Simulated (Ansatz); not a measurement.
Geometry optimisation of C2H8S2Si (`C[Si](C)(S)S`).

```yaml
crystal:
  periodic: [false, false, false]
  atoms:
    - {symbol: C, position_ang: [-1.605348, 0.824353, -0.015990]}
    - {symbol: Si, position_ang: [0.077065, 0.064734, -0.380747]}
    - {symbol: C, position_ang: [0.661373, -1.032949, 1.036502]}
    - {symbol: S, position_ang: [-0.176121, -1.039048, -2.226301]}
    - {symbol: S, position_ang: [1.585138, 1.576058, -0.798668]}
    - {symbol: H, position_ang: [-1.540244, 1.463689, 0.887877]}
    - {symbol: H, position_ang: [-1.939099, 1.458647, -0.860722]}
    - {symbol: H, position_ang: [-2.368577, 0.039375, 0.164911]}
    - {symbol: H, position_ang: [0.757973, -0.449063, 1.975810]}
    - {symbol: H, position_ang: [1.646868, -1.483444, 0.805863]}
    - {symbol: H, position_ang: [-0.068005, -1.850780, 1.208221]}
    - {symbol: H, position_ang: [1.131405, -1.417620, -2.299242]}
    - {symbol: H, position_ang: [1.857872, 1.811147, 0.517385]}
basis:
  gaussian: {orbitals: def2-TZVP}
hamiltonian: {xc: pbe0, dispersion: d4}
relax: {f_tol: 0.005, max_steps: 150}
```

```sh
$ ansatz run in.yaml --threads 4 --pin off --events-out ev --progress --plain
```

Output, abridged:

```
Functional definition: PBE0
mean field -31743.73711621 eV, -1166.5608223430 hartree, gradient 2.9e-5 eV, S^2 0.000000; 0 other end points of the search recorded, 0 dependent functions left out
relax step   1: F+E_penalty+E_count = -31744.05355884 eV  Δ(F+E_penalty+E_count) = +0.000e0 eV  max|allowed force component| = 5.424e-1 eV/Å  Δτ_max = 0.0000 Å  (28 SCF iters, accepted)
mean field -31743.78442219 eV, -1166.5625608056 hartree, gradient 1.3e-5 eV, S^2 0.000000; 0 other end points of the search recorded, 0 dependent functions left out
relax step   2: F+E_penalty+E_count = -31744.10368275 eV  Δ(F+E_penalty+E_count) = -5.012e-2 eV  max|allowed force component| = 2.153e-1 eV/Å  Δτ_max = 0.0319 Å  (31 SCF iters, accepted)
mean field -31743.78823408 eV, -1166.5627008900 hartree, gradient 1.3e-5 eV, S^2 0.000000; 0 other end points of the search recorded, 0 dependent functions left out
relax step   3: F+E_penalty+E_count = -31744.10820313 eV  Δ(F+E_penalty+E_count) = -4.520e-3 eV  max|allowed force component| = 8.323e-2 eV/Å  Δτ_max = 0.0269 Å  (31 SCF iters, accepted)
mean field -31743.78830282 eV, -1166.5627034161 hartree, gradient 1.3e-5 eV, S^2 0.000000; 0 other end points of the search recorded, 0 dependent functions left out
relax step   4: F+E_penalty+E_count = -31744.10859189 eV  Δ(F+E_penalty+E_count) = -3.888e-4 eV  max|allowed force component| = 2.759e-2 eV/Å  Δτ_max = 0.0309 Å  (31 SCF iters, accepted)
mean field -31743.78891086 eV, -1166.5627257612 hartree, gradient 1.3e-5 eV, S^2 0.000000; 0 other end points of the search recorded, 0 dependent functions left out
relax step   5: F+E_penalty+E_count = -31744.10899651 eV  Δ(F+E_penalty+E_count) = -4.046e-4 eV  max|allowed force component| = 3.951e-3 eV/Å  Δτ_max = 0.0189 Å  (31 SCF iters, accepted)
mean field -31743.78891086 eV, -1166.5627257612 hartree, gradient 2.2e-5 eV, S^2 0.000000; 1 other end points of the search recorded, 0 dependent functions left out
Total energy: -31744.10902897 eV, -1166.5744898847 hartree
Atom 0 at    -1.585936     0.816334    -0.015823 Å, force    -0.001663     0.002355     0.003235 eV/Å
Atom 1 at     0.079704     0.065404    -0.374935 Å, force    -0.000218    -0.001885    -0.002212 eV/Å
Atom 2 at     0.656729    -1.024358     1.023037 Å, force     0.001979     0.000887     0.003951 eV/Å
Atom 3 at    -0.169298    -1.019746    -2.202843 Å, force    -0.000081    -0.000969    -0.000346 eV/Å
Atom 4 at     1.571099     1.556639    -0.785182 Å, force    -0.002549    -0.000357     0.001259 eV/Å
Atom 5 at    -1.534147     1.433454     0.884818 Å, force     0.000110    -0.000828    -0.000042 eV/Å
Atom 6 at    -1.910248     1.451062    -0.842431 Å, force    -0.000026     0.001258    -0.001215 eV/Å
Atom 7 at    -2.337204     0.038310     0.144212 Å, force     0.002662    -0.000313    -0.000500 eV/Å
Atom 8 at     0.772430    -0.444777     1.943459 Å, force    -0.002178     0.001988    -0.002753 eV/Å
Atom 9 at     1.617887    -1.485572     0.788775 Å, force    -0.000069    -0.001828    -0.002995 eV/Å
Atom 10 at    -0.073164    -1.816887     1.206431 Å, force     0.000015    -0.000154    -0.000445 eV/Å
Atom 11 at     1.111754    -1.420066    -2.265431 Å, force     0.000705    -0.001625     0.000098 eV/Å
Atom 12 at     1.820694     1.815303     0.510811 Å, force     0.001314     0.001473     0.001962 eV/Å
Dipole moment:    -0.023901    -0.093802     0.468646 e Å
```

Run time 44 s (4 threads of a server CPU on a shared host); peak host memory 0.71 GiB.
